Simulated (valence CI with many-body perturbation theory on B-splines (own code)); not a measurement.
Values are calculated unless marked as measured or tabulated.
# Ladder of approximations for Er61+

Level of theory: relativistic CI+MBPT: five valence electrons over a frozen Dirac-Fock core [He], a basis of 9 s, 9 p, 8 d, 6 f, 3 g, 1 h functions for each j, with the one-electron correlation potential Σ1 (screened to all orders), the two-electron term Σ2, the three-electron term Σ3, Breit, model QED; selected single and double excitations, second order for the rest (own B-spline code, finite nucleus).

The last digits are not significant, and no measured levels were compared; by estimate large intervals hold to a few tenths of a per cent, small ones and those within an open d or f shell to about a per cent. Among the levels kept, up to 1100 cm⁻¹ of a level comes from second order outside the variational space, and about a tenth of that is noise between levels of different J, which matters for small intervals.

Each rung adds one term. CI alone is the Dirac-Coulomb CI over the frozen core; QED comes last and gives the full result, which names the levels. Energies are above (2s^2 2p1/2^2 2p3/2) J=3/2 on the same rung, in eV.

Levels are named by their leading jj configuration (3d3/2^4 stands for four electrons in 3d with j = 3/2), which in mixed levels can hold well under half, so a name can repeat and another be missing. Letters in brackets count levels of one name in rising energy.

| Level | CI alone | Σ1 | Σ2 | Σ3 | Breit | QED | Full |
| --- | --- | --- | --- | --- | --- | --- | --- |
| (2s^2 2p1/2 2p3/2^2) J=3/2 | 947.6 | +0.18 | -0.04 | -0.01 | -12.97 | +1.44 | 936.2 |
| (2s^2 2p1/2 2p3/2^2) J=5/2 | 978.0 | +0.18 | +0.01 | -0.05 | -20.70 | +1.44 | 958.9 |
| (2s^2 2p1/2 2p3/2^2) J=1/2 | 1013.8 | +0.18 | +0.10 | -0.08 | -10.97 | +1.42 | 1004.5 |
| (2s 2p1/2^2 2p3/2^2) J=5/2 | 1257.7 | -0.14 | -0.29 | -0.10 | -5.21 | -11.87 | 1240.0 |
| (2s 2p1/2^2 2p3/2^2) J=1/2 | 1344.4 | -0.14 | -0.26 | -0.18 | +2.59 | -11.92 | 1334.5 |
| (2s 2p1/2^2 2p3/2^2) J=3/2 | 1351.1 | -0.14 | -0.48 | -0.24 | -2.52 | -11.93 | 1335.8 |
| (2s^2 2p3/2^3) J=3/2 | 1966.1 | +0.35 | +0.08 | -0.09 | -26.51 | +2.71 | 1942.6 |
| (2s 2p1/2 2p3/2^3) J=3/2 [a] | 2225.7 | +0.04 | -0.22 | -0.12 | -13.91 | -10.48 | 2201.0 |
| (2s 2p1/2 2p3/2^3) J=5/2 | 2272.8 | +0.04 | -0.26 | -0.17 | -21.69 | -10.49 | 2240.2 |
| (2s 2p1/2 2p3/2^3) J=1/2 | 2320.9 | +0.04 | -0.39 | -0.25 | -13.64 | -10.54 | 2296.1 |
| (2s 2p1/2 2p3/2^3) J=3/2 [b] | 2334.5 | +0.04 | -0.41 | -0.26 | -18.06 | -10.53 | 2305.3 |
| (2p1/2^2 2p3/2^3) J=3/2 | 2668.7 | -0.27 | -0.78 | -0.36 | -2.96 | -23.68 | 2640.7 |
| (2s 2p3/2^4) J=1/2 | 3285.0 | +0.21 | -0.19 | -0.23 | -26.11 | -9.11 | 3249.6 |
| (2p1/2 2p3/2^4) J=1/2 | 3643.9 | -0.10 | -0.63 | -0.35 | -16.31 | -22.46 | 3604.0 |
| (2s^2 2p1/2^2 3s) J=1/2 | 7417.8 | +0.27 | +0.17 | -0.16 | -7.14 | +2.35 | 7413.3 |
| (2s^2 2p1/2^2 3p1/2) J=1/2 | 7510.0 | +0.20 | +0.10 | -0.16 | -3.15 | -1.49 | 7505.5 |
| (2s^2 2p1/2^2 3p3/2) J=3/2 | 7805.6 | +0.24 | +0.03 | -0.16 | -7.65 | -1.08 | 7796.9 |
| (2s^2 2p1/2^2 3d3/2) J=3/2 | 7888.8 | +0.28 | +0.16 | -0.16 | -8.16 | -1.56 | 7879.3 |
| (2s^2 2p1/2^2 3d5/2) J=5/2 | 7976.1 | +0.29 | +0.16 | -0.16 | -10.70 | -1.38 | 7964.3 |
| (2s^2 2p1/2 2p3/2 3s) J=3/2 [a] | 8379.5 | +0.45 | +0.03 | -0.16 | -21.85 | +3.79 | 8361.7 |
| (2s^2 2p1/2 2p3/2 3s) J=1/2 | 8388.9 | +0.45 | +0.03 | -0.16 | -21.90 | +3.81 | 8371.1 |
| (2s^2 2p1/2 2p3/2 3s) J=5/2 | 8405.4 | +0.45 | +0.06 | -0.19 | -28.51 | +3.80 | 8381.0 |
| (2s^2 2p1/2 2p3/2 3s) J=3/2 [b] | 8410.5 | +0.45 | +0.05 | -0.19 | -27.54 | +3.79 | 8387.0 |
| (2s^2 2p1/2 2p3/2 3p1/2) J=1/2 | 8470.4 | +0.38 | +0.04 | -0.16 | -17.71 | -0.05 | 8452.9 |
| (2s^2 2p1/2 2p3/2 3p1/2) J=3/2 [a] | 8478.8 | +0.38 | -0.01 | -0.17 | -19.87 | -0.05 | 8459.0 |
| (2s^2 2p1/2 2p3/2 3p1/2) J=5/2 | 8497.8 | +0.38 | +0.04 | -0.19 | -25.63 | -0.05 | 8472.4 |
| (2s^2 2p1/2 2p3/2 3p1/2) J=3/2 [b] | 8529.6 | +0.38 | -0.03 | -0.19 | -21.34 | -0.08 | 8508.4 |
| (2s 2p1/2^2 2p3/2 3s) J=5/2 | 8648.7 | +0.14 | -0.08 | -0.21 | -13.41 | -9.30 | 8625.8 |
| (2s 2p1/2^2 2p3/2 3s) J=3/2 [a] | 8674.6 | +0.14 | -0.15 | -0.21 | -12.36 | -9.40 | 8652.6 |
| (2s 2p1/2^2 2p3/2 3s) J=1/2 | 8729.9 | +0.17 | -0.21 | -0.28 | -13.14 | -7.62 | 8708.8 |
| (2s 2p1/2^2 2p3/2 3s) J=3/2 [b] | 8740.3 | +0.14 | -0.26 | -0.28 | -11.26 | -8.94 | 8719.7 |

The middle columns are the shifts that each term adds.

Question: How does the ionisation energy move along the ladder, and which term matters most?

Answer: CI alone 13868, + Σ1 13868, + Σ2 13868, + Σ3 13868, + Breit 13857, + QED 13855 eV. The largest step is Breit, -11 eV. NIST lists 13855 ± 12 eV (theoretical).
